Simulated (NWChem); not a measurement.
System: C₂H₅O₂ cation; SMILES C[OH+]C=O

The following NWChem deck was run.

```
start job
memory heap 200 mb stack 900 mb global 1100 mb
charge 1
geometry units angstroms
  C      0.150666     1.775061     0.154652
  O     -0.350732     0.390257     0.154124
  C      0.395475    -0.857950    -0.207704
  O     -0.171885    -1.862819    -0.141915
  H      1.194476     1.719965    -0.175566
  H     -0.456937     2.347860    -0.555193
  H      0.081604     2.152910     1.181123
  H     -1.280888     0.232494     0.423262
  H      1.420780    -0.559513    -0.489531
end
basis spherical
  * library 3-21g
end
dft
  xc hfexch
  iterations 150
end
driver
  maxiter 120
end
task dft optimize
task dft freq
```

Excerpt of the output:

```
             Northwest Computational Chemistry Package (NWChem) 7.3.0
             --------------------------------------------------------

 C1  symmetry detected

                             Geometry "geometry" -> ""
                             -------------------------

 Output coordinates in angstroms (scale by  1.889725989 to convert to a.u.)

  No.       Tag          Charge          X              Y              Z
 ---- ---------------- ---------- -------------- -------------- --------------
    1 C                    6.0000     0.12435956     1.79483820     0.00117519
    2 O                    8.0000    -0.37481017     0.40923231    -0.00169674
    3 C                    6.0000     0.42658465    -0.85707361    -0.00082756
    4 O                    8.0000    -0.14958094    -1.85908005     0.00105905
    5 H                    1.0000     1.21819145     1.72331865    -0.00478971
    6 H                    1.0000    -0.24316195     2.28145534    -0.90947936
    7 H                    1.0000    -0.23405377     2.27508651     0.91882631
    8 H                    1.0000    -1.34517182     0.26464585     0.00106798
    9 H                    1.0000     1.49365967    -0.57231198    -0.00260941

 Effective nuclear repulsion energy (a.u.)     125.4125810358

                                Z-matrix (autoz)
                                --------

 Units are Angstrom for bonds and degrees for angles

      Type          Name      I     J     K     L     M      Value
      ----------- --------  ----- ----- ----- ----- ----- ----------
    1 Stretch                  1     2                       1.47278
    2 Stretch                  1     5                       1.09618
    3 Stretch                  1     6                       1.09597
    4 Stretch                  1     7                       1.09598
    5 Stretch                  2     3                       1.49859
    6 Stretch                  2     8                       0.98108
    7 Stretch                  3     4                       1.15585
    8 Stretch                  3     9                       1.10442
    9 Bend                     1     2     3               127.85998
   10 Bend                     1     2     8               118.28608
   11 Bend                     2     1     5               106.06991
   12 Bend                     2     1     6               107.60463
   13 Bend                     2     1     7               107.64069
   14 Bend                     2     3     4               117.77251
   15 Bend                     2     3     9               107.38616
   16 Bend                     3     2     8               113.85302
   17 Bend                     4     3     9               134.84133
   18 Bend                     5     1     6               111.04281
   19 Bend                     5     1     7               111.06752
   20 Bend                     6     1     7               113.04699
   21 Torsion                  1     2     3     4         179.74446
   22 Torsion                  1     2     3     9          -0.27462
   23 Torsion                  3     2     1     5           0.48559
   24 Torsion                  3     2     1     6         119.39540
   25 Torsion                  3     2     1     7        -118.47119
   26 Torsion                  4     3     2     8           0.10304
   27 Torsion                  5     1     2     8        -179.88684
   28 Torsion                  6     1     2     8         -60.97702
   29 Torsion                  7     1     2     8          61.15638
   30 Torsion                  8     2     3     9        -179.91604

  xc_inp: hfexch multiplicative factor not found.

                           NWChem Geometry Optimization
                           ----------------------------

 maximum gradient threshold         (gmax) =   0.000450
 rms gradient threshold             (grms) =   0.000300
 maximum cartesian step threshold   (xmax) =   0.001800
 rms cartesian step threshold       (xrms) =   0.001200
 fixed trust radius                (trust) =   0.300000
 source of zmatrix                         =   autoz

          -------------------
          Energy Minimization
          -------------------

 Using diagonal initial Hessian
 Scaling for Hessian diagonals: bonds = 1.00  angles = 0.25  torsions = 0.10

          --------
          Step   0

                                 NWChem DFT Module
                                 -----------------

 Summary of "ao basis" -> "ao basis" (spherical)
 ------------------------------------------------------------------------------
       Tag                 Description            Shells   Functions and Types
 ---------------- ------------------------------  ------  ---------------------
 C                           3-21g                   5        9   3s2p
 O                           3-21g                   5        9   3s2p
 H                           3-21g                   2        2   2s

            General Information
            -------------------
          SCF calculation type: DFT
          Wavefunction type:  closed shell.
          No. of atoms     :     9
          No. of electrons :    32
           Alpha electrons :    16
            Beta electrons :    16
          Charge           :     1
          Spin multiplicity:     1
          Use of symmetry is: off; symmetry adaption is: off
          Maximum number of iterations: 150
          AO basis - number of functions:    46
                     number of shells:    30
          Convergence on energy requested:  1.00D-06
          Convergence on density requested:  1.00D-05
          Convergence on gradient requested:  5.00D-04

              XC Information
              --------------
                     Hartree-Fock (Exact) Exchange  1.000

      Superposition of Atomic Density Guess
      -------------------------------------

 Sum of atomic energies:        -226.14589871

 Renormalizing density from      33.00 to     32

      Non-variational initial energy
      ------------------------------

 Total energy =    -223.306601
 1-e energy   =    -540.229877
 2-e energy   =     191.510695
 HOMO         =      -0.702867
 LUMO         =      -0.292894

   convergence    iter        energy       DeltaE   RMS-Dens  Diis-err
 ---------------- ----- ----------------- --------- --------- ---------
 d= 0,ls=0.0,diis     1   -226.6460639120 -3.52D+02  2.12D-02  1.62D+00
 d= 0,ls=0.0,diis     2   -226.7237890127 -7.77D-02  9.95D-03  9.76D-01
 d= 0,ls=0.0,diis     3   -226.8043202260 -8.05D-02  1.68D-03  1.17D-02
 d= 0,ls=0.0,diis     4   -226.8062116837 -1.89D-03  1.01D-03  3.32D-03
 d= 0,ls=0.0,diis     5   -226.8067931987 -5.82D-04  6.53D-04  3.60D-04
  Resetting Diis
 d= 0,ls=0.0,diis     6   -226.8069468308 -1.54D-04  3.62D-04  5.54D-05
 d= 0,ls=0.0,diis     7   -226.8069743362 -2.75D-05  2.88D-05  2.23D-06
 d= 0,ls=0.0,diis     8   -226.8069747513 -4.15D-07  1.08D-05  5.16D-07
 d= 0,ls=0.0,diis     9   -226.8069748621 -1.11D-07  1.33D-05  2.48D-07
 d= 0,ls=0.0,diis    10   -226.8069749238 -6.16D-08  4.02D-06  1.45D-08

         Total DFT energy =     -226.806974923754
      One electron energy =     -549.641431457975
           Coulomb energy =      225.567494073462
    Exchange-Corr. energy =      -28.145618575044
 Nuclear repulsion energy =      125.412581035804

 Numeric. integr. density =        0.000000000000

                       DFT Final Molecular Orbital Analysis
                       ------------------------------------

[...]

      ----------------------
      Optimization converged
      ----------------------

  Step       Energy      Delta E   Gmax     Grms     Xrms     Xmax
  ---- ---------------- -------- -------- -------- -------- --------
@    5    -226.80993286 -1.7D-06  0.00023  0.00006  0.00062  0.00170
                                     ok       ok       ok       ok

                                Z-matrix (autoz)
                                --------

 Units are Angstrom for bonds and degrees for angles

      Type          Name      I     J     K     L     M      Value     Gradient
      ----------- --------  ----- ----- ----- ----- ----- ---------- ----------
    1 Stretch                  1     2                       1.52705    0.00015
    2 Stretch                  1     5                       1.07580   -0.00001
    3 Stretch                  1     6                       1.07468   -0.00001
    4 Stretch                  1     7                       1.07468   -0.00001
    5 Stretch                  2     3                       1.49343    0.00023
    6 Stretch                  2     8                       0.97943   -0.00001
    7 Stretch                  3     4                       1.16142   -0.00009
    8 Stretch                  3     9                       1.06866   -0.00003
    9 Bend                     1     2     3               127.02345   -0.00002
   10 Bend                     1     2     8               117.80498   -0.00001
   11 Bend                     2     1     5               105.51878    0.00001
   12 Bend                     2     1     6               106.13530    0.00001
   13 Bend                     2     1     7               106.15962    0.00001
   14 Bend                     2     3     4               117.37148   -0.00004
   15 Bend                     2     3     9               107.37409   -0.00004
   16 Bend                     3     2     8               115.17100    0.00003
   17 Bend                     4     3     9               135.25443    0.00008
   18 Bend                     5     1     6               112.28877   -0.00001
   19 Bend                     5     1     7               112.30895   -0.00001
   20 Bend                     6     1     7               113.67765   -0.00001
   21 Torsion                  1     2     3     4         179.76278   -0.00000
   22 Torsion                  1     2     3     9          -0.24497   -0.00000
   23 Torsion                  3     2     1     5           0.44607    0.00000
   24 Torsion                  3     2     1     6         119.79320    0.00000
   25 Torsion                  3     2     1     7        -118.93591    0.00000
   26 Torsion                  4     3     2     8           0.04534    0.00001
   27 Torsion                  5     1     2     8        -179.84304   -0.00001
   28 Torsion                  6     1     2     8         -60.49590   -0.00001
   29 Torsion                  7     1     2     8          60.77498   -0.00001
   30 Torsion                  8     2     3     9        -179.96241    0.00001

                         Geometry "geometry" -> "geometry"
                         ---------------------------------

 Output coordinates in angstroms (scale by  1.889725989 to convert to a.u.)

  No.       Tag          Charge          X              Y              Z
 ---- ---------------- ---------- -------------- -------------- --------------
    1 C                    6.0000     0.14124492     1.82495930     0.00122156
    2 O                    8.0000    -0.38003303     0.38964098    -0.00136017
    3 C                    6.0000     0.43370900    -0.86262355    -0.00089187
    4 O                    8.0000    -0.14017776    -1.87235294     0.00111784
    5 H                    1.0000     1.21380371     1.74166985    -0.00463315
    6 H                    1.0000    -0.23701181     2.28169411    -0.89502173
    7 H                    1.0000    -0.22801061     2.27565502     0.90425072
    8 H                    1.0000    -1.35029283     0.25594920     0.00079395
    9 H                    1.0000     1.46278509    -0.57448075    -0.00275140

 Effective nuclear repulsion energy (a.u.)     124.8335960263

                Final and change from initial internal coordinates
                --------------------------------------------------

                                Z-matrix (autoz)
                                --------

 Units are Angstrom for bonds and degrees for angles

[...]

 Rotational Constants
 --------------------
 A=   1.366678 cm-1  (  1.966301 K)
 B=   0.137802 cm-1  (  0.198262 K)
 C=   0.128289 cm-1  (  0.184575 K)

 Temperature                      =   298.15K
 frequency scaling parameter      =   1.0000

 Zero-Point correction to Energy  =   48.672 kcal/mol  (  0.077563 au)
 Thermal correction to Energy     =   52.051 kcal/mol  (  0.082948 au)
 Thermal correction to Enthalpy   =   52.643 kcal/mol  (  0.083892 au)

 Total Entropy                    =   73.618 cal/mol-K
   - Translational                =   38.229 cal/mol-K (mol. weight =  61.0289)
   - Rotational                   =   23.706 cal/mol-K (symmetry #  =        1)
   - Vibrational                  =   11.683 cal/mol-K

 Cv (constant volume heat capacity) =   15.754 cal/mol-K
   - Translational                  =    2.979 cal/mol-K
   - Rotational                     =    2.979 cal/mol-K
   - Vibrational                    =    9.796 cal/mol-K

[normal modes left out]

 ----------------------------------------------------------------------------
 Normal Eigenvalue ||           Projected Infra Red Intensities
  Mode   [cm**-1]  || [atomic units] [(debye/angs)**2] [(KM/mol)] [arbitrary]
 ------ ---------- || -------------- ----------------- ---------- -----------
    1       -0.000 ||    0.015681           0.362        15.287       2.283
    2       -0.000 ||    0.000932           0.021         0.908       0.136
    3       -0.000 ||    0.002634           0.061         2.568       0.384
    4        0.000 ||    0.005236           0.121         5.104       0.762
    5        0.000 ||    0.018737           0.432        18.265       2.728
    6        0.000 ||    0.024612           0.568        23.993       3.584
    7       35.033 ||    0.000002           0.000         0.002       0.000
    8      115.266 ||    0.005337           0.123         5.203       0.777
    9      288.636 ||    0.011940           0.275        11.640       1.739
   10      517.552 ||    0.002346           0.054         2.287       0.342
   11      628.806 ||    0.327350           7.552       319.117      47.664
   12      817.569 ||    0.577050          13.313       562.537      84.022
   13      931.328 ||    0.055565           1.282        54.167       8.091
   14     1125.784 ||    0.000262           0.006         0.256       0.038
   15     1242.384 ||    0.004021           0.093         3.920       0.585
   16     1255.620 ||    0.011355           0.262        11.069       1.653
   17     1454.116 ||    0.020358           0.470        19.846       2.964
   18     1514.956 ||    0.084644           1.953        82.515      12.325
   19     1605.544 ||    0.002101           0.048         2.048       0.306
   20     1627.329 ||    0.022988           0.530        22.410       3.347
   21     1641.235 ||    0.037352           0.862        36.413       5.439
   22     2044.026 ||    0.275690           6.360       268.756      40.142
   23     3266.500 ||    0.000266           0.006         0.259       0.039
   24     3385.997 ||    0.000939           0.022         0.915       0.137
   25     3397.923 ||    0.002778           0.064         2.708       0.404
   26     3414.440 ||    0.003084           0.071         3.007       0.449
   27     3752.592 ||    0.341057           7.868       332.479      49.660
 ----------------------------------------------------------------------------
```

Level: Hartree-Fock/3-21G.
